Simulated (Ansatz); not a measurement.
```xyz
3

Zr    0.0000    0.0000    0.0000
O     0.0000    2.2172    0.0000
O     0.0000   -2.2172    0.0000
```

Basis set: pcseg-2 on O; def2-TZVPP on Zr (spherical functions, with the set's core potentials past Kr). Some runs use density fitting. Charge 0, multiplicity 3.

Computed with Ansatz (development build ahead of 0.2.0); each method stands on the lowest determinant of its kind that the runs found. Restricted functionals stand beside restricted open-shell atoms, which can lie above the unrestricted atoms usual in DFT and then raise those values.

Task: Give the atomization energy at this shape (free ground-state atoms in the same class of orbitals less the molecule, no zero-point energy) of triplet ZrO2 by PBE (unrestricted), PBE (restricted open-shell).

Result:

```json
{"method": "PBE (unrestricted)", "atomization energy": "10.15 eV"}
{"method": "PBE (restricted open-shell)", "atomization energy": "10.31 eV"}
```

Caution: other spin multiplicities were not run. Caution for PBE (unrestricted): a free atom is spin contaminated.

The shape needn't be a minimum at these levels.
